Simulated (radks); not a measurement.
Values are calculated unless marked as measured or tabulated.
How relativity changes the ionisation of the hafnium ion Hf+ ([Xe] 4f14 5d1 6s2) to Hf2+ ([Xe] 4f14 5d2). Spin-unpolarised spherical Kohn-Sham, LDA (Slater exchange, Perdew-Wang correlation), point nucleus unless stated (finite: rms radius 5.347 fm), a radial shooting solver on a logarithmic mesh with Libxc functionals. A level marked "c x" has the speed of light scaled by that factor and shares open shells by 2j + 1; other Dirac levels either fill j = l - 1/2 first or share by 2j + 1.

level                               E(Hf+) (hartree)  E(Hf2+) (hartree)  IE (eV)   HOMO  <r> HOMO (bohr)
non-rel.                                 -14317.1707        -14316.7157   12.383     6s            3.323
scalar-rel.                              -15068.9533        -15068.3668   15.958     5d            2.162
scalar-rel., finite nucleus              -15066.9051        -15066.3189   15.951     5d            2.161
Dirac, 2j+1 shares                       -15088.3910        -15087.8046   15.955  5d5/2            2.193
Dirac, low j first                       -15088.4036        -15087.8302   15.601  5d3/2            2.126
Dirac, 2j+1 shares, finite nucleus       -15086.3253        -15085.7392   15.948  5d5/2            2.193
Dirac, c x 1.25                          -14783.8797        -14783.3451   14.547  5d5/2            2.147
Dirac, c x 1.5                           -14632.2311        -14631.7223   13.845  6s1/2            3.228
Dirac, c x 3                             -14392.4457        -14391.9778   12.733  6s1/2            3.300

NIST Atomic Spectra Database: 14.61 eV (theoretical). The relativistic part of the total energy of Hf+ is -769.2 hartree (Dirac, 2j+1 shares, finite nucleus), 5.4 % of the non-relativistic value. Spin polarisation and multiplet splitting of open shells are left out at every level.

Beside tabulated values, note that relativity, absent from the non-relativistic runs, is large for the heavy elements, and spin-unpolarised runs miss the spin-polarisation part of the exchange energy of open shells.
